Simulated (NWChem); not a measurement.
Species: Si2H5F; SMILES F[SiH2][SiH3]

```xyz
8

Si    -0.1967    -1.5014    -0.0028
Si     0.5068     0.7426    -0.0059
F     -0.8162     1.7225     0.0136
H      1.0227    -2.3864    -0.0222
H     -1.0330    -1.7954    -1.2181
H     -0.9992    -1.8027     1.2334
H      1.3388     1.0509     1.2094
H      1.3074     1.0573    -1.2406
```
Atoms are numbered in this order, from 1.

Program: NWChem. All runs use the structure optimised with PBE-D3(BJ)/def2-SVP. Hartree-Fock couplings suffer from near triplet instabilities. Isotropic indirect couplings, all four terms, static geometry, non-relativistic.

### Question
Predict the results for Hartree-Fock/pcJ-1. Quantities: J(29Si atom 1, 1H atom 5) (Hz); J(1H atom 5, 1H atom 6) (Hz).

### Answer
- J(29Si atom 1, 1H atom 5) (Hz): -254.5
- J(1H atom 5, 1H atom 6) (Hz): -6.8
